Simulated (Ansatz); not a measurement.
Basis-set extrapolation for CH6AlNOSSi (`NC1[O][Al]([SH])[SiH2]1`) (PBE0-D4/def2-TZVP geometry, frozen core, Ansatz). Multiplicity 1, RHF reference.

```json
{"": "HF", "def2-TZVPP": "-1099.216579", "def2-QZVPP": "-1099.251309"}
{"": "MP2 correlation", "def2-TZVPP": "-0.984339", "def2-QZVPP": "-1.059797"}
{"": "CCSD(T) correlation", "def2-TZVPP": "-1.081298", "def2-QZVPP": "not run"}
```

Energies in hartree. Use E(X) = E(∞) + A·exp(−7.88·√X) for Hartree–Fock and E(X) = E(∞) + B·X^(−2.97) for correlation, with X = 3 and 4, and add CCSD(T) minus MP2 of the smaller set to the MP2 limit.

Task: What is the CCSD(T) energy at the basis-set limit?

Result: HF limit: -1099.251309 + (-0.034730) × 0.13774 = -1099.25609. MP2 limit: -1.059797 + (-0.075458) × 0.74074 = -1.11569. Higher-order term: -1.081298 − (-0.984339) = -0.09696. Total: -1100.46874 hartree, 107.2 kcal/mol below CCSD(T)/def2-TZVPP.
